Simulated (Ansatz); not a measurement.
Two structures of C2H7Ge, doublet, reached by relaxing down either side of one saddle point (PBE0-D4/def2-TZVP). Energies are electronic, without zero-point energy. Computed with Ansatz 0.2.0 (basis: def2-TZVPP and def2-QZVPP); correlated methods freeze the cores; orbitals are unrestricted. Filled d shells of the heavier atoms are correlated. The def2 sets are not built for correlating such inner shells, so the correlated values are less sure here. Extrapolation: Hartree–Fock as exp(−7.88 √X), correlation as X^−2.97. First:

H1  (0.959, -1.150, 0.161)
Ge2  (2.066, -0.175, 0.576)
C3  (-1.924, -0.681, -0.575)
C4  (-1.930, 0.619, -0.517)
H5  (1.516, 1.260, 0.561)
H6  (2.553, -0.510, 1.992)
H7  (3.243, -0.272, -0.404)
H8  (-2.610, -1.482, -0.808)
H9  (-2.826, 1.200, -0.748)
H10  (-1.047, 1.190, -0.238)
(Å)

Second:

```
atom    x (Å)    y (Å)    z (Å)
  H1  -0.8330  -0.7997  -1.6794
 Ge2   1.9764  -0.1888   0.5291
  C3  -1.2401  -0.6513  -0.6850
  C4  -1.6087   0.5465  -0.2559
  H5   1.9090   1.0694  -0.3544
  H6   1.2212   0.0235   1.8530
  H7   3.4437  -0.5878   0.7972
  H8  -1.3392  -1.5347  -0.0636
  H9  -2.0179   0.6937   0.7378
 H10  -1.5114   1.4291  -0.8788
```

Which bonds change from the first to the second?

C₂H₃ ([CH][CH2]) + GeH₄ → C₂H₄ (C=C) + GeH₃; bonds formed: H1–C3; bonds broken: H1–Ge2.

Give the saddle point's structure and its height above each. (To be estimated.)

By the calculation: 0.147 eV above the first and 1.364 eV above the second (CCSD(T) at an estimated basis limit (MP2 extrapolated from triple and quadruple zeta, plus CCSD(T) − MP2 in triple zeta)).
| atom | x (Å) | y (Å) | z (Å) |
| --- | --- | --- | --- |
| H1 | 0.3869 | -0.4468 | 0.1040 |
| Ge2 | 1.8801 | -0.1644 | 0.5463 |
| C3 | -1.3956 | -0.5520 | -0.4115 |
| C4 | -1.9240 | 0.6319 | -0.5564 |
| H5 | 2.0616 | 1.3399 | 0.8083 |
| H6 | 2.2007 | -0.9415 | 1.8329 |
| H7 | 2.8484 | -0.6022 | -0.5640 |
| H8 | -1.7406 | -1.5713 | -0.5181 |
| H9 | -2.9646 | 0.7652 | -0.8567 |
| H10 | -1.3529 | 1.5413 | -0.3848 |

The T1 diagnostic stays at or below 0.028. ⟨S²⟩ of the unrestricted Hartree–Fock references: 0.79 to 0.96 (a pure state has 0.75). The unrestricted reference is spin-contaminated, which hurts MP2 most. The start structure is not quite a true minimum (one mode of 33i cm⁻¹).

Radical steps of this kind take place in plasma deposition and etching.

Labels in which every atom is bracketed show which atoms are joined, not bond orders.

For scale, one of the runs: CCSD(T)/def2-TZVPP, 208 basis functions, launched by `ansatz run in.yaml --threads 8 --pin off --events-out ev --progress --plain --max-ram 19148MiB`. Time: 36 s of wall clock on 8 CPU threads of an Intel Xeon 6975P-C; the host was shared. Peak host memory: 8.1 GiB.
